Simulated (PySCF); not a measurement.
**Ionisation energy along the 11-electron series**

Calculated with PySCF 2.14 and a two-component X2C-1e Hamiltonian (Gaussian nucleus, no Breit or QED terms), each ion in its own even-tempered basis scaled to its charge; GMP2 freezes 1s2 and drops the highest virtual spinors. Values in eV. NIST values: (m) measured, (s) semi-empirical, (t) theoretical.

```csv
ion,configuration,GHF (spin-free),GMP2 (spin-free),GHF (screened spin-orbit),GMP2 (screened spin-orbit),NIST
Sn³⁹⁺,[Ne] 3s1,2762.6,2763.3,2762.5,2763.2,2762.49 ± 0.08 (s)
Te⁴¹⁺,[Ne] 3s1,3041.0,3041.7,3040.9,3041.6,3041 ± 0.5 (s)
```

Fill in the row of Sb⁴⁰⁺.

configuration: [Ne] 3s1; GHF (spin-free): 2900.0; GMP2 (spin-free): 2900.7; GHF (screened spin-orbit): 2899.9; GMP2 (screened spin-orbit): 2900.6; NIST: 2900 ± 0.5 (s).
